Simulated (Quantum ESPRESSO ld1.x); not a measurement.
The numbers below are computed, except where a source is named.
Li, configuration [He] 2s1. Level of theory: scalar-relativistic Kohn-Sham, exchange-only LDA, spin-polarised, spherical densities, point nucleus; open shells are filled with parallel spins first (ld1.x of Quantum ESPRESSO 7.5).

Normalised radial functions P(r) = r R(r), r in bohr:

r          2s up
0.01917   0.0295
0.02196   0.0335
0.02536   0.0383
0.02905   0.0434
0.03329   0.0490
0.03814   0.0554
0.04404   0.0628
0.05046   0.0706
0.05781   0.0791
0.06623   0.0883
0.07649   0.0988
0.08763   0.1094
0.1004    0.1205
0.115     0.1320
0.1328    0.1443
0.1522    0.1556
0.1744    0.1663
0.1998    0.1758
0.2307    0.1839
0.2643    0.1889
0.3028    0.1904
0.3469    0.1875
0.3975    0.1794
0.459     0.1639
0.5259    0.1420
0.6025    0.1123
0.6903    0.0744
0.7972    0.0254
0.9134   -0.0290
1.046    -0.0900
1.199    -0.1563
1.385    -0.2297
1.586    -0.2993
1.817    -0.3659
2.082    -0.4255
2.405    -0.4758
2.755    -0.5064
3.156    -0.5164
3.616    -0.5037
4.176    -0.4655
4.785    -0.4094
5.482    -0.3398
6.28     -0.2646
7.195    -0.1920
8.309    -0.1256
9.52     -0.0770
10.91    -0.0430
12.5     -0.0217
14.43    -0.0093
16.53    -0.0036
18.94    -0.0012
21.7     -0.0004
25.06    -0.0001
28.71    0.0000
32.9     0.0000
37.69    0.0000
43.53    0.0000
49.87    0.0000
57.13     0.0000
65.46     0.0000
75.59     0.0000
86.61     0.0000
99.22     0.0000

2s up: eigenvalue -2.733 eV, 1 radial node at r = 0.851 bohr, <r> = 3.93 bohr, 90 % of the charge inside 6.21 bohr.
